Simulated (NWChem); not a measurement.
System: C4H8; SMILES CC1CC1

Here is an NWChem input.

```
start job
memory heap 200 mb stack 900 mb global 1100 mb
geometry units angstroms noautosym nocenter noautoz
  C      0.159687    -1.544021     0.000000
  C     -0.492345    -0.187161     0.000000
  C      0.124901     0.956438    -0.750938
  C      0.124901     0.956438     0.750938
  H     -0.125204    -2.127562    -0.890182
  H      1.257682    -1.453952     0.000000
  H     -0.125204    -2.127562     0.890182
  H     -1.588275    -0.211601     0.000000
  H     -0.533332     1.659419    -1.269011
  H      1.073908     0.773874    -1.264771
  H     -0.533332     1.659419     1.269011
  H      1.073908     0.773874     1.264771
end
basis spherical
  * library 6-31g*
end
dft
  xc b3lyp
  iterations 150
end
property
  shielding 8 1 2 3 5 6 8 9 10
end
task dft property
```

Coordinates come from a PBE0/def2-SVP optimisation.

GIAO values for the isolated, static molecule; σ is the absolute isotropic shielding, δ = σ(reference) − σ with the isolated reference molecule computed at the same levels (13C: tetramethylsilane, 1H: tetramethylsilane).

Atoms are numbered as in the input.

### Question
Predict the main results of this run. (B3LYP/6-31G* (spherical d), GIAO.) Quantities: δ C1 (ppm); δ C2 (ppm); δ C3 (ppm); δ H5 (rotor mean) (ppm); δ H8 (ppm); δ H9 (ppm); δ H10 (ppm).

### Answer
```
Item                     Result
-----------------------  ------
δ C1 (ppm)                 20.2
δ C2 (ppm)                  7.2
δ C3 (ppm)                  7.5
δ H5 (rotor mean) (ppm)    1.03
δ H8 (ppm)                 0.77
δ H9 (ppm)                 0.52
δ H10 (ppm)                0.15
```
